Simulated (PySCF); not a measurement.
Highest harmonic wavenumber (cm⁻¹) of eight silicon and germanium compounds: PBE-D3(BJ) beside B3LYP-D3(BJ), computed with PySCF for isolated molecules in the bases named; differences from unrounded values. The eight are the first of their class met in an unordered collection, after screening for sound electronic states; none was chosen by its value. Each level has its own optimised geometry.

```json
[
 {"molecule": "C3H7FSi, SMILES F[C@H]1C[C@@H]1[SiH3]", "basis": "def2-SVP", "B3LYP-D3(BJ)": "3219", "PBE-D3(BJ)": "3158", "difference": "-61"},
 {"molecule": "Si(H)2(OMe)(NH2) (CH7NOSi), SMILES N[SiH2]OC", "basis": "def2-SVP", "B3LYP-D3(BJ)": "3658", "PBE-D3(BJ)": "3586", "difference": "-72"},
 {"molecule": "Si(Cl)2(NH2)2 (Cl2H4N2Si), SMILES N[Si](N)(Cl)Cl", "basis": "def2-SVP", "B3LYP-D3(BJ)": "3674", "PBE-D3(BJ)": "3598", "difference": "-76"},
 {"molecule": "Si(CF3)(H)2(Me) (C₂H₅F₃Si), SMILES C[SiH2]C(F)(F)F", "basis": "def2-SVP", "B3LYP-D3(BJ)": "3134", "PBE-D3(BJ)": "3088", "difference": "-46"},
 {"molecule": "C₃H₇ClSi, SMILES Cl/C=C\\C[SiH3]", "basis": "def2-SVP", "B3LYP-D3(BJ)": "3222", "PBE-D3(BJ)": "3152", "difference": "-70"},
 {"molecule": "BH6NO2Si, SMILES N[SiH2]B(O)O", "basis": "def2-SVP", "B3LYP-D3(BJ)": "3787", "PBE-D3(BJ)": "3675", "difference": "-112"},
 {"molecule": "Si(H)(Cl)(Et)(NH2) (C2H8ClNSi), SMILES CC[SiH](N)Cl", "basis": "def2-SVP", "B3LYP-D3(BJ)": "3648", "PBE-D3(BJ)": "3572", "difference": "-76"},
 {"molecule": "B(H)(Me)(OSiH3) (CH7BOSi), SMILES CBO[SiH3]", "basis": "def2-SVP", "B3LYP-D3(BJ)": "3125", "PBE-D3(BJ)": "3080", "difference": "-44"}
]
```

PBE-D3(BJ) lies below B3LYP-D3(BJ) in 8 and above it in 0 of the eight; the mean signed difference is -70 and the largest -112 cm⁻¹.
